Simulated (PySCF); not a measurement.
# Dipole moment and polarisability of Mo(CH)(NH2)3

Mo(CH)(NH2)3, CH7MoN3 (singlet state).
Structure used (PBE0-D3(BJ)/def2-SVP), in Å, numbered top down from 1:
```
atom  x, y, z in Å
Mo1    0.0005    0.0007    0.0330
C2    -0.0056    0.0163    1.7429
H3    -0.0091    0.0260    2.8372
N4     1.8973   -0.0369   -0.3947
H5     2.2266   -0.0530   -1.3587
H6     2.6878   -0.0448    0.2397
N7    -0.9187    1.6535   -0.4201
H8    -1.3055    2.3519    0.2045
H9    -1.0737    1.9306   -1.3881
N10   -0.9741   -1.6278   -0.3898
H11   -1.1405   -1.9157   -1.3528
H12   -1.3850   -2.3009    0.2469
```

Level: wB97X-D/def2-SVPD (PySCF), static field, nuclei fixed, core orbitals frozen in the response. The polarisability tensor in these axes (au):

```
x   81.17 -0.01  0.00
y   -0.01 81.13  0.01
z    0.00  0.01 82.13
```

Q: Give the principal values, the mean and the anisotropy Δα = √{½[(α1 − α2)² + (α2 − α3)² + (α1 − α3)²]}.

A: Principal values 81.13, 81.17 and 82.13 au; mean 81.48 au = 12.07 Å³ = 13.43 × 10⁻⁴⁰ C²·m²/J; Δα = 0.98 au (1 % of the mean).

Q: What is the dipole moment, and where does it point?

A: (0.00, -0.02, -1.61) D, 1.61 D in size, pointing from the negative to the positive side. Measured along this direction, the outermost atoms are H3 at the negative end and H11, H9 and H5 at the positive end.

Q: Form Σ f/ω² (atomic units) for the 10 lowest TDDFT singlets, given as eV and f, and set it beside the mean polarisability, which is this sum over all singlets: 4.37, 0.0000; 4.72, 0.0001; 4.72, 0.0001; 5.19, 0.0000; 5.25, 0.0086; 5.25, 0.0086; 5.28, 0.0299; 5.42, 0.0731; 5.42, 0.0730; 5.87, 0.0000.

A: They add up to 4.94 au, 6.1 % of the 81.48 au; the largest single term is 1.84 au, from the state at 5.42 eV. Terms in order: 0.00, 0.00, 0.00, 0.00, 0.23, 0.23, 0.79, 1.84, 1.84, 0.00 au. Higher excitations give the rest. The strengths listed sum to 0.193.

Q: What molar refraction does this α imply?

A: Lorentz–Lorenz: R = (4π/3)N_A α = 2.5225 cm³/(mol·Å³) × 12.07 Å³ = 30.5 cm³/mol, in the limit of long wavelengths.

Q: In a dilute gas of rigid molecules at 250 K, how does the orientational term μ²/3kT compare with the electronic polarisability?

A: In Gaussian units μ²/3kT = 25.15 Å³ against 12.07 Å³, a ratio of 2.08; the Debye molar polarisation (4π/3)N_A(α + μ²/3kT) is 93.9 cm³/mol, leaving out the vibrational part.

Q: What would n − 1 = 2πNα be for an ideal gas of these molecules at 400 K and 1 atm, electronic part alone?

A: N = p/kT = 1.8347 × 10¹⁹ cm⁻³, so n − 1 = 2π × N × 12.07 × 10⁻²⁴ cm³ = 1392 × 10⁻⁶ at long wavelengths.

Geometry: PBE0-D3(BJ)/def2-SVP; no solvent, vibrations or thermal averaging. Atoms past krypton carry effective core potentials; spin–orbit coupling is left out.

These values come from a run that also computed excited states and ΔSCF ions. On one thread, x86-64 server (shared host), this took 2.3 min wall.
